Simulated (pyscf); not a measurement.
PySCF, gas phase, ωB97X-D3(BJ)/def2-SVP geometries.

Problem. What is the homolytic dissociation enthalpy (298 K, ωB97M-D3(BJ)/def2-TZVP) of the S–Ta bond of H₃Si–S–Ta(Cl)(Cl)(Cl)–Cl, to H₃Si–S• + [Cl–Ta(Cl)(Cl)–Cl]•?

Solution. S–Ta to H₃Si–S• + [Cl–Ta(Cl)(Cl)–Cl]•: 250.5 kJ/mol. The 7 functionals that were run give +249.2 (M06-2X) to +294.5 kJ/mol (ωB97X-D3(BJ)/def2-TZVP). The radicals are drawn with the spin at the cut bond; how far it spreads was not checked. Other isomers of H₃Si–S• were not searched in full and may lie lower. Open-shell species with a d-block atom are single-reference here; other states, and whether the spin sits on metal or ligand, were not checked. Elements past Kr carry the def2 core potentials, without spin-orbit coupling.
